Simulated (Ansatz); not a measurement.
`FCC(F)(F)CCC1(F)CC(F)(F)CO1`. The state is a singlet with charge 0. Geometry PBE0-D4/def2-SVP; atoms count from 1.

```xyz
25

F     1.918    2.968    0.086
C     2.095    2.447    1.336
C     0.754    2.074    1.942
F     0.122    3.206    2.340
F     1.033    1.363    3.071
C    -0.177    1.295    1.047
C     0.397   -0.029    0.574
C    -0.619   -0.851   -0.182
F    -1.696   -1.100    0.658
C    -0.146   -2.195   -0.729
C    -0.925   -2.342   -2.031
F    -1.736   -3.421   -2.040
F    -0.082   -2.481   -3.083
C    -1.728   -1.044   -2.142
O    -1.079   -0.141   -1.277
H     2.578    3.192    1.988
H     2.732    1.551    1.275
H    -0.428    1.930    0.187
H    -1.101    1.129    1.621
H     0.745   -0.627    1.431
H     1.253    0.137   -0.099
H     0.928   -2.169   -0.953
H    -0.360   -3.016   -0.035
H    -1.715   -0.641   -3.162
H    -2.766   -1.235   -1.824
```

Question: Estimate the Mulliken populations from the PBE0/def2-TZVP orbitals of Ansatz.

Answer: 
```csv
atom,charge (e)
F1,-0.22
C2,-0.04
C3,0.35
F4,-0.18
F5,-0.19
C6,-0.23
C7,-0.30
C8,0.26
F9,-0.22
C10,-0.17
C11,0.31
F12,-0.18
F13,-0.19
C14,-0.04
O15,-0.25
H16,0.13
H17,0.12
H18,0.15
H19,0.14
H20,0.14
H21,0.13
H22,0.12
H23,0.13
H24,0.14
H25,0.10
```
Mulliken values depend strongly on the basis.

Question: And the Mayer bond orders between heavy atoms (over 0.3)?

Answer: F1–C2 1.01 (1.37 Å); C2–C3 0.98 (1.52 Å); C3–F4 1.11 (1.36 Å); C3–F5 1.08 (1.36 Å); C3–C6 1.01 (1.51 Å); C6–C7 1.03 (1.52 Å); C7–C8 0.98 (1.51 Å); C8–F9 1.04 (1.39 Å); C8–C10 1.04 (1.53 Å); C8–O15 1.10 (1.38 Å); C10–C11 1.05 (1.52 Å); C11–F12 1.11 (1.35 Å); C11–F13 1.09 (1.36 Å); C11–C14 1.05 (1.53 Å); C14–O15 0.99 (1.41 Å).
